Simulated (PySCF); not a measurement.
# Two-dimensional NMR puzzle

Compound of formula C4H6FNSi. Correlations simulated from computed shifts and the bond graph:

HSQC (one-bond C–H):
```csv
δH,δC
7.45,167.5
6.27,91.7
5.17,98.1
```

COSY cross peaks (H two or three bonds apart, from the bond graph; peaks can be absent where the dihedral angle is near 90°):
```csv
δH,δH
7.45,6.27
7.45,5.17
6.27,4.06
```

HMBC (two and three bonds, from the bond graph):
```csv
δH,δC
7.45,"120.4, 98.1, 91.7"
6.27,"167.5, 98.1"
5.17,"167.5, 120.4, 91.7"
4.06,"167.5, 91.7"
```

Carbons without hydrogens: δ 120.4.

Computed data (PySCF): shieldings: GIAO PBE0/pcSseg-1, geometry from GFN2-xTB. Fast rotation and ring inversion assumed for equivalent nuclei, non-relativistic, in vacuum, one conformer.

Scale: TMS for ¹H (σref 31.72), ¹³C (σref 186.93) (reference shieldings calculated alike).

Exchangeable hydrogens are left out of these lists.

**Question.** Assemble the structure.

**Answer.** SMILES N#C/C=C\[C@H](F)[SiH3].

Atom-mapped SMILES (the numbers label the heavy atoms): `[N:1]#[C:2]/[CH:3]=[CH:4]\[C@H:5]([F:6])[SiH3:7]`. Hydrogens are named by the atom that carries them.

1. δC 167.5 is C4, an alkene CH (δH 7.45).
2. δC 120.4 is C2, a nitrile carbon.
3. δC 98.1 is C3, an alkene CH (δH 5.17).
4. δC 91.7 is C5, an allylic sp3 CH bonded to F and Si (δH 6.27).
5. HMBC from δH 7.45 reaches the proton-free carbon C2.
6. HMBC from δH 5.17 reaches the proton-free carbon C2.
7. COSY links 7.45–6.27, 7.45–5.17, 6.27–4.06.

This is the structure that produced the data.

Shifts are as computed. Against solution values, carbons near 30 ppm lie about +3 ppm off and those near 130 ppm about +5 ppm. Of 1309 compounds with measured shifts, 239 miss one by over three times the rms of a fit or turn the order of signals round; such compounds aren't used in these exercises.
